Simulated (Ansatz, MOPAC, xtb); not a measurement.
**RbBr (SMILES [Br][Rb]): methods side by side**

RbBr, singlet, SMILES `[Br][Rb]`. Each level relaxes the structure for itself.

Quantity: the equilibrium bond length, in Å. The values are calculated.

**The experiment to reproduce.** Huber and Herzberg, Constants of Diatomic Molecules gives the equilibrium bond length of the gas as 2.945 Å.

```json
{"level": "AM1", "kind": "semi-empirical", "program": "MOPAC", "value (Å)": "2.945", "computed − measured": "0.000"}
{"level": "PM3", "kind": "semi-empirical", "program": "MOPAC", "value (Å)": "2.945", "computed − measured": "0.000"}
{"level": "PM7-HH", "kind": "semi-empirical", "program": "MOPAC", "value (Å)": "3.311", "computed − measured": "+0.366"}
{"level": "GFN2-xTB", "kind": "semi-empirical", "program": "xtb", "value (Å)": "2.936", "computed − measured": "-0.009"}
{"level": "SVWN5/def2-TZVP (core potential)", "kind": "LDA", "program": "Ansatz", "value (Å)": "2.954", "computed − measured": "+0.009"}
{"level": "PBE-D3(BJ)/def2-TZVP (core potential)", "kind": "GGA", "program": "Ansatz", "value (Å)": "3.017", "computed − measured": "+0.072"}
{"level": "r2SCAN/def2-TZVP (core potential)", "kind": "meta-GGA", "program": "Ansatz", "value (Å)": "3.024", "computed − measured": "+0.079"}
{"level": "B3LYP-D4/def2-TZVP (core potential)", "kind": "global hybrid", "program": "Ansatz", "value (Å)": "3.035", "computed − measured": "+0.090"}
{"level": "wB97X-V/def2-TZVP (core potential)", "kind": "range-separated hybrid", "program": "Ansatz", "value (Å)": "3.018", "computed − measured": "+0.073"}
{"level": "CCSD(T)/def2-TZVP (core potential)", "kind": "coupled cluster or CI", "program": "Ansatz", "value (Å)": "3.032", "computed − measured": "+0.087"}
```

Nearest: PM3 (0.000 Å); farthest: PM7-HH (+0.366 Å). Computed less measured by kind, in Å (def2-TZVP rows): semi-empirical -0.009 to +0.366; LDA +0.009; GGA +0.072; meta-GGA +0.079; global hybrid +0.090; range-separated hybrid +0.073; coupled cluster or CI +0.087. In the correlated wave-function rows the outer d shell of Br is correlated, in sets not made for it.
